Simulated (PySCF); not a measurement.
H12OSi6.
Cartesian coordinates in Å at the PBE0-D3(BJ)/def2-SVP level; atoms count from 1:
```
atom  x, y, z in Å
Si1   -2.3298    0.3826    1.3264
O2    -2.2181    0.0960   -0.3047
Si3   -1.0657   -0.1387   -1.4924
Si4    0.2863   -1.9940   -0.9528
Si5    1.7021   -1.1998    0.7622
Si6    1.6702    1.1595    0.5661
Si7    0.5247    1.5982   -1.4441
H8    -1.9911    1.8060    1.6253
H9    -3.7233    0.0929    1.7628
H10   -1.3745   -0.5032    2.0635
H11   -1.7827   -0.2792   -2.7938
H12    1.1327   -2.3123   -2.1487
H13   -0.4827   -3.2141   -0.5551
H14    3.0923   -1.7316    0.6059
H15    1.1836   -1.6049    2.1061
H16    3.0446    1.7490    0.5950
H17    0.8821    1.7295    1.7056
H18   -0.0457    2.9793   -1.5085
H19    1.4671    1.3930   -2.5920
```

Method used: core-valence-separated Tamm–Dancoff BHandHLYP/aug-pcX-1 (pcseg-1 on H, def2-SVPD on Si) in PySCF, non-relativistic, gas phase, PBE0-D3(BJ)/def2-SVP geometry. BHandHLYP without relativity tends to put these K edges a few eV too low, so spacings mean more than positions.

The lowest roots of each edge with f over 0.003 (five at most, numbered afresh; weaker and dark ones are left out), with transition dipoles (au) in the frame of the coordinates:

| root | edge | E (eV) | μx | μy | μz |
| --- | --- | --- | --- | --- | --- |
| 1 | O | 531.57 | 0.0240 | 0.0010 | 0.0033 |
| 2 | O | 533.28 | -0.0239 | 0.0050 | 0.0335 |
| 3 | O | 533.35 | 0.0109 | 0.0078 | 0.0255 |
| 4 | O | 533.77 | 0.0007 | -0.0279 | 0.0062 |
| 5 | O | 533.95 | -0.0109 | -0.0082 | -0.0067 |

Question: What are the oscillator strengths?

Answer: f = (2/3) ΔE |μ|², with ΔE in hartree (27.2114 eV):

| root | ΔE (Eh) | \|μ\|² (au) | f | core hole on |
| --- | --- | --- | --- | --- |
| 1 | 19.5349 | 0.000588 | 0.008 | O2 |
| 2 | 19.5976 | 0.001718 | 0.022 | O2 |
| 3 | 19.6003 | 0.000830 | 0.011 | O2 |
| 4 | 19.6156 | 0.000817 | 0.011 | O2 |
| 5 | 19.6221 | 0.000231 | 0.003 | O2 |

Question: Molecules are fixed in this frame and the field points along y. What effective strengths 3 f cos²θ do the roots have (θ between field and μ)?

Answer: root 1 (O2): 0.000, root 2 (O2): 0.001, root 3 (O2): 0.002, root 4 (O2): 0.030, root 5 (O2): 0.003. Root 4 is the strongest. Averaged over all orientations cos²θ is 1/3, which gives f back.

One conformer stands for the species.
